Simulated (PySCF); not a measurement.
An unknown is described by computed data only.

Formula: C3H5F3OSSi.

| Property | Result |
| --- | --- |
| 13C NMR | chemical shifts (computed TMS as zero) by class: 160.5 (1 C), 137.1 (1 C), 88.9 (1 C) ppm [GIAO KT2/pcSseg-1] |
| NMR, other nuclei | isotropic shieldings of nuclei other than C and H, by class: 197 (1 O), 216 (3 F), 392 (1 Si), 416 (1 S) ppm [GIAO KT2/pcSseg-1] |
| Dipole | 3.08 D [B3LYP/def2-SVPD] |
| Rotational structure | rotational constants A, B, C: 2.654, 0.502, 0.483 GHz [PBE0-D3(BJ)/def2-SVP] |
| Polarisability | 92.8 au [B3LYP/def2-SVPD] |
| Valence photoelectron | vertical ionisation energy: 9.38 eV [ΔSCF B3LYP/def2-SVPD] |
| UV, first state | lowest singlet excitation: 5.23 eV (237 nm, f = 0.008) [TDDFT B3LYP/def2-SVPD] |
| 1H NMR | chemical shifts (computed TMS as zero) by class: 7.03 (1 H), 5.34 (1 H), 5.08 (3 H) ppm [GIAO KT2/pcSseg-1] |
| Triplet | lowest triplet excitation (Tamm–Dancoff): 4.11 eV [TDA B3LYP/def2-SVPD] |

The electronic properties come from PySCF, for the isolated species, density fitting. Levels stand in brackets. Geometry: PBE0-D3(BJ)/def2-SVP, one conformer, isolated molecule. NMR classes are plain means over equivalent atoms (diastereotopic ones count apart unless rotation or inversion swaps them), as if these changed places fast.

Question: Give a SMILES that accounts for the data.

Answer: Numbering: `[F:1][C:2]([F:3])([F:4])[S:5]/[CH:6]=[CH:7]/[O:8][SiH3:9]`. Its formula, C3H5F3OSSi, gives 1 degree of unsaturation: 0 rings and 1 π bond in the structure found. 3 carbons fall into 3 classes; from least to most shielded: vinylic carbon bearing oxygen [C7] (160.5 ppm), CF3 carbon [C2] (137.1 ppm), alkene CH carbon [C6] (88.9 ppm). Hydrogen classes from least to most shielded: 1 H on a vinylic carbon bearing oxygen, C7 (7.03 ppm), 1 H on an alkene CH carbon, C6 (5.34 ppm), 3 H on an oxygen-bound silicon, Si9 (5.08 ppm). The other shieldings belong to: 197 ppm, silyl ether oxygen [O8]; 216 ppm, fluorine of a CF3 group [F1/F3/F4]; 392 ppm, oxygen-bound silicon [Si9]; 416 ppm, sulfide sulfur [S5]. The first electron is taken from the HOMO, whose largest Löwdin shares are 0.39 on the sulfide sulfur, 0.23 on the alkene CH carbon, 0.12 on the vinylic carbon bearing oxygen and 0.11 on the silyl ether oxygen. The optimised geometry has point group C1 and is an asymmetric top. Structure: `FC(F)(F)S/C=C/O[SiH3]`. The assignments are read from this structure; whether some other isomer fits the data as well wasn't checked.

The values belong to the conformer `[F:1][C:2]([F:3])([F:4])[S:5]/[CH:6]=[CH:7]/[O:8][SiH3:9]`: F1–C2–S5–C6 -63°, C2–S5–C6–C7 97°, C6–C7–O8–Si9 1°.
